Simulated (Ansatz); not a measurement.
`COB[SiH3]` + H₂O → `OB[SiH3]` + CH₃OH at 298.15 K and 1 bar (formal hydrolysis of a B–O bond).

Calculated with Ansatz (gas phase, PBE0-D4/def2-TZVP geometries, no zero-point term in ΔE). CBS: MP2 limit from def2 TZ/QZ plus the TZ coupled-cluster correction, frozen cores. This one scheme is used for every species. One conformer a species, not always the lowest.

```tsv
species	CCSD(T)/CBS energy (Eh)	H − E (kJ/mol)	S (J/(mol·K))
`COB[SiH3]`	-431.31805	229.8	333.5
H₂O	-76.37941	66.4	188.7
`OB[SiH3]`	-392.07510	152.2	296.1
CH₃OH	-115.61712	146.3	238.2
```

H − E and S are ideal-gas, rigid-rotor, harmonic terms from PBE0-D4/def2-TZVP, for one conformer and one mirror image of each species. 1 Eh = 2625.50 kJ/mol, R = 8.31446 J/(mol·K).

Problem. By hand: ΔE, ΔH, ΔS and ΔG.

Solution. ΔE = (-392.07510) + (-115.61712) − (-431.31805) − (-76.37941) = 0.00524 Eh = 13.8 kJ/mol. Δ(H − E) = 152.2 + 146.3 − 229.8 − 66.4 = 2.3, so ΔH = 16.1 kJ/mol. ΔS = 296.1 + 238.2 − 333.5 − 188.7 = 12.1 J/(mol·K). ΔG = 16.1 − 298.15 × (12.1)/1000 = 12.5 kJ/mol.

Problem. By hand: the equilibrium constant, and the temperature at which ΔG would vanish if ΔH and ΔS stayed fixed.

Solution. log₁₀ K = −ΔG/(RT ln 10) = -2.2. ΔG = 0 at ΔH/ΔS = 1331 K, though so small a ΔS makes that figure unsure.

The number of gas molecules stays the same, so ΔS is small and ΔH decides. A doubt of 5 kJ/mol in ΔE shifts log₁₀ K by 0.9 here. Other conformers and mirror images would add mixing entropy, several J/(mol·K) or more a flexible species. These are equilibria of isolated gas molecules and say nothing of rates. Largest T1 diagnostic: 0.014 (customary marks: 0.02 for closed shells, 0.045 for open ones).
